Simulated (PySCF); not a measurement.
A calculated (PBE, PySCF 2.14, dyall-av3z, the spin-free X2C one-electron Hamiltonian (Gaussian nucleus)) atom or ion has these occupied shells.

| shell | electrons | orbital energy (eV) | rms radius, mean of both spins (bohr) |
| --- | --- | --- | --- |
| 1s α | 1 | -2763.0 | 0.105 |
| 1s β | 1 | -2762.6 | 0.105 |
| 2s α | 1 | -265.42 | 0.484 |
| 2s β | 1 | -265.08 | 0.484 |
| 2p α | 3 | -204.46 | 0.454 |
| 2p β | 3 | -203.99 | 0.454 |
| 3s α | 1 | -33.062 | 1.60 |
| 3s β | 1 | -30.537 | 1.60 |
| 3p α | 3 | -20.298 | 1.85 |
| 3p β | 1 | -18.347 | 1.85 |

Q: Name the element and its charge.

A: Cl⁺ (chlorine, charge +1), in [Ne] 3s2 3p4, high-spin 3P determinant.
